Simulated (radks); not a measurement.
Coulomb parameter of the 4f shell of the holmium ion Ho+ in the model configuration [Xe] 4f11 6s1, as a second difference U = [E(n + 0.25) + E(n - 0.25) - 2 E(n)] / (0.25)^2 with all orbitals relaxed. "Bare": the charge of the atom changes with n. "Screened": the 6s shell takes up the change at fixed total charge, which measures U(4f,4f) + U(6s,6s) - 2 U(4f,6s). Calculated with a radial shooting solver on a logarithmic mesh with Libxc functionals: scalar-relativistic Kohn-Sham, BLYP, spin-unpolarised, spherical densities, finite nucleus; Fermi nuclear charge, rms radius 5.2022 fm.

case,configuration,E - E(n) (eV)
start,[Xe] 4f11 6s1,0.000
bare +0.25,[Xe] 4f11.25 6s1,-1.936
bare -0.25,[Xe] 4f10.75 6s1,2.845
screened +0.25,[Xe] 4f11.25 6s0.75,0.052
screened -0.25,[Xe] 4f10.75 6s1.25,0.320

U(bare) = 14.550 eV, U(screened by 6s) = 5.943 eV, against the Slater integral F0(4f,4f) = 30.459 eV with frozen orbitals.
